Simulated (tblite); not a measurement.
Input of a run (GFN2-xTB geometry optimisation, gas phase (tblite 0.8.0)), started from a force field or distance geometry:
```
{"job": {"kind": "relax", "xc": "GFN2-xTB", "basis": "xTB"}, "charge": 0, "multiplicity": 2}
O     -0.855600     1.989400     0.694600
C     -0.304200     0.853000     0.155000
C      1.184400     0.648200     0.272900
C      1.499600    -0.781300    -0.006900
Cl     1.826300    -1.125400    -1.694500
C      0.228600    -1.524200     0.410900
C     -0.858200    -0.499400     0.493300
C     -1.143500     0.140100    -0.827500
H     -0.724500     2.747300     0.086400
H      1.447200     0.833300     1.342700
H      1.742000     1.311700    -0.421900
H      0.360900    -2.135300     1.320200
H      0.030800    -2.242800    -0.409700
H     -1.582700    -0.493900     1.314700
H     -2.167400     0.564600    -1.010200
H     -0.691300    -0.276500    -1.731500
```

Output (eV, eV/Å):
```
step      E/eV     max force
  0    -692.21348    2.226
  1    -692.40947    1.302
  2    -692.48154    0.730
  3    -692.57507    0.763
  4    -692.63329    0.604
  5    -692.67001    0.592
  6    -692.69519    0.412
  7    -692.72114    0.468
  8    -692.74262    0.445
  9    -692.75905    0.322
 10    -692.77192    0.279
 11    -692.78355    0.308
 12    -692.79558    0.393
 13    -692.80848    0.327
 14    -692.82035    0.249
 15    -692.83066    0.280
 16    -692.84052    0.262
 17    -692.84945    0.244
 18    -692.85744    0.261
 19    -692.86565    0.270
 20    -692.87375    0.231
 21    -692.88042    0.181
 22    -692.88523    0.154
 23    -692.88863    0.135
 24    -692.89127    0.143
 25    -692.89377    0.129
 26    -692.89661    0.121
 27    -692.89983    0.137
 28    -692.90268    0.119
 29    -692.90450    0.119
 30    -692.90555    0.073
 31    -692.90633    0.063
 32    -692.90711    0.067
 33    -692.90790    0.088
 34    -692.90868    0.080
 35    -692.90952    0.075
 36    -692.91051    0.093
 37    -692.91164    0.093
 38    -692.91280    0.081
 39    -692.91397    0.087
 40    -692.91529    0.086
 41    -692.91689    0.115
 42    -692.91876    0.159
 43    -692.92066    0.144
 44    -692.92222    0.087
 45    -692.92345    0.097
 46    -692.92464    0.086
 47    -692.92582    0.119
 48    -692.92661    0.111
 49    -692.92780    0.085
 50    -692.92892    0.070
 51    -692.93015    0.073
 52    -692.93127    0.085
 53    -692.93246    0.074
 54    -692.93360    0.073
 55    -692.93452    0.056
 56    -692.93519    0.082
 57    -692.93592    0.089
 58    -692.93672    0.074
 59    -692.93727    0.096
 60    -692.93783    0.049
 61    -692.93813    0.047
 62    -692.93851    0.038
 63    -692.93878    0.046
 64    -692.93904    0.032
 65    -692.93916    0.029
 66    -692.93923    0.024
 67    -692.93930    0.021
 68    -692.93937    0.021
 69    -692.93944    0.019
 70    -692.93949    0.019
 71    -692.93956    0.020
 72    -692.93963    0.018
 73    -692.93969    0.017
 74    -692.93975    0.019
 75    -692.93981    0.027
 76    -692.93989    0.023
 77    -692.94001    0.019
 78    -692.94009    0.023
 79    -692.94023    0.043
 80    -692.94050    0.071
 81    -692.94087    0.146
 82    -692.93930    0.174
 83    -692.94209    0.094
 84    -692.94265    0.148
 85    -692.94186    0.118
 86    -692.94368    0.075
 87    -692.94389    0.050
 88    -692.94428    0.057
 89    -692.94447    0.040
 90    -692.94458    0.033
 91    -692.94469    0.025
 92    -692.94482    0.037
 93    -692.94495    0.045
 94    -692.94520    0.049
 95    -692.94557    0.043
 96    -692.94596    0.049
 97    -692.94626    0.042
 98    -692.94648    0.035
 99    -692.94662    0.028
100    -692.94672    0.027
101    -692.94676    0.025
102    -692.94679    0.024
103    -692.94683    0.021
104    -692.94687    0.021
105    -692.94694    0.019
106    -692.94701    0.014
107    -692.94705    0.011
108    -692.94707    0.010
109    -692.94708    0.010
```

Summarise the run.

The energy falls by 0.734 eV over 109 L-BFGS steps, the largest force on an atom goes from 2.23 to 0.010 eV/Å, and the atoms move by 0.520 Å rms after alignment. The bond that changes most is C4–Cl5 (ends: carbon bonded to 2 C and Cl; chlorine bonded to C), which shortens by 0.051 Å. Bonds longer at the end by more than 0.005 Å: 5 of 17; shorter: 10. Among the angles that change most is Cl5–C4–C6, from 108.8° to 121.7°. Among the dihedrals that turn most is H10–C3–C4–Cl5, from -155° to -58°. The energy rose by more than 1e-5 eV at steps 82 and 85. The first step brought 27 % of the lowering.

What are the final bond lengths?

O1–C2 1.388 Å, C2–C3 1.524 Å, C3–C4 1.488 Å, C4–Cl5 1.702 Å, C4–C6 1.490 Å, C6–C7 1.513 Å, C7–C8 1.506 Å, C2–C7 1.504 Å, C2–C8 1.503 Å, O1–H9 0.964 Å, C3–H10 1.099 Å, C3–H11 1.096 Å, C6–H12 1.098 Å, C6–H13 1.096 Å, C7–H14 1.079 Å, C8–H15 1.080 Å, C8–H16 1.079 Å. Numbering counts from 1 in the input's order; the species is `O[C@@]12C[C](Cl)C[C@@H]1C2` [radical].

The run took 0.76 s on an Arm Neoverse V1 with one thread, shared host with 32 logical CPUs at a one-minute load of 8.9.

Its GFN2-xTB frequencies are all real (lowest 63 cm⁻¹).

One conformer stands for the species.

These are computed values.
